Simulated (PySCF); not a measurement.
C₄H₄F₂, SMILES FC1=C(CC1)F. Atoms are numbered in the order given.

```xyz
10

F     -1.6080     0.0000    -1.1295
C     -0.6694     0.0000    -0.1956
C      0.6694     0.0000    -0.1956
F      1.6080     0.0000    -1.1295
C      0.7882     0.0000     1.3061
C     -0.7882     0.0000     1.3061
H      1.2415    -0.9002     1.7512
H      1.2415     0.9002     1.7512
H     -1.2415     0.9002     1.7512
H     -1.2415    -0.9002     1.7512
```

Geometry: B3LYP-D3(BJ)/def2-SVP.

Level of theory: PBE/def2-TZVP in PySCF.

Atomic charges (e):

```json
[
 {"atom": "F1", "Mulliken": "-0.15", "IAO": "-0.23", "Löwdin": "0.22"},
 {"atom": "C2", "Mulliken": "0.11", "IAO": "0.21", "Löwdin": "-0.31"},
 {"atom": "C3", "Mulliken": "0.11", "IAO": "0.21", "Löwdin": "-0.31"},
 {"atom": "F4", "Mulliken": "-0.15", "IAO": "-0.23", "Löwdin": "0.22"},
 {"atom": "C5", "Mulliken": "-0.17", "IAO": "-0.27", "Löwdin": "-0.19"},
 {"atom": "C6", "Mulliken": "-0.17", "IAO": "-0.27", "Löwdin": "-0.19"},
 {"atom": "H7", "Mulliken": "0.10", "IAO": "0.15", "Löwdin": "0.13"},
 {"atom": "H8", "Mulliken": "0.10", "IAO": "0.15", "Löwdin": "0.13"},
 {"atom": "H9", "Mulliken": "0.10", "IAO": "0.15", "Löwdin": "0.13"},
 {"atom": "H10", "Mulliken": "0.10", "IAO": "0.15", "Löwdin": "0.13"}
]
```

**Question.** Give the Mayer and Wiberg (Löwdin basis) orders of the bonds. (The exact figures need the calculation; the answer reports its results.)

**Answer.** 
```tsv
bond	Mayer	Wiberg
F1–C2	1.12	1.82
C2–C3	1.68	1.81
C3–F4	1.12	1.82
C3–C5	1.08	1.17
C2–C6	1.08	1.17
C5–C6	1.05	1.10
C5–H7	0.91	0.86
C5–H8	0.91	0.86
C6–H9	0.91	0.86
C6–H10	0.91	0.86
```
